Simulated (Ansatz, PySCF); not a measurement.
Molecule: C3H4Cl, charge -1, multiplicity 1. It need not be the lowest isomer of its formula. Whether it binds its extra electron was not tested at this geometry. 
Geometry from a B3LYP-D3(BJ)/def2-TZVP (Ansatz, a quantum-chemistry and plane-wave program) optimisation:
SMILES: C/[C-]=C/Cl
```xyz
8

C     -2.4328     0.1058    -0.0519
C     -0.9992     0.5883    -0.0637
C     -0.1116    -0.3596     0.0260
Cl     1.7620    -0.0326     0.0342
H     -2.9562     0.4268    -0.9619
H     -2.9874     0.5622     0.7782
H     -2.5770    -0.9958     0.0312
H     -0.1719    -1.4458     0.1094
```
Charge -1, spin multiplicity 1.

Total electronic energies in hartree. Valence correlation only, unless marked. No spin-orbit coupling. Non-relativistic. Basis-set limits of correlation are two-point, X^-3; Hartree-Fock from the larger set. The bracket is a focal-point correction in the basis named.

| level | program | energy (Eh) |
|---|---|---|
| HF/cc-pV(D+d)Z | Ansatz | -575.35048 |
| RI-HF/aug-cc-pV(T+d)Z | Ansatz | -575.40838 |
| RI-HF/aug-cc-pV(Q+d)Z | Ansatz | -575.41804 |
| revPBE-D4/def2-TZVPD | Ansatz + dftd4 | -576.83660 |
| r2SCAN-D3(BJ)/def2-TZVPD | Ansatz + dftd3 | -576.82502 |
| PBE0-D3(BJ)/def2-TZVP | Ansatz + dftd3 | -576.62755 |
| TPSSh-D4/def2-TZVPD | PySCF + dftd4 | -576.96045 |
| r2SCANh/def2-TZVPD | Ansatz | -576.81533 |
| RI-MP2/cc-pV(T+d)Z | Ansatz | -576.09855 |
| SCS-MP2/6-31G* | Ansatz | -575.81589 |
| SCS-MP2/aug-cc-pV(T+d)Z | Ansatz | -576.11710 |
| SCS-MP2/cc-pV(Q+d)Z | Ansatz | -576.16444 |
| CCSD(T)/6-31G | Ansatz | -575.60575 |
| CCSD(T)/aug-cc-pV(D+d)Z | Ansatz | -576.02643 |
| RI-MP2/CBS(aug-cc-pV(T+d)Z,aug-cc-pV(Q+d)Z)+[CCSD(T)-MP2]/aug-cc-pV(T+d)Z | Ansatz | -576.2830 |

Totals of different functionals don't rank their quality; only differences between species are comparable.
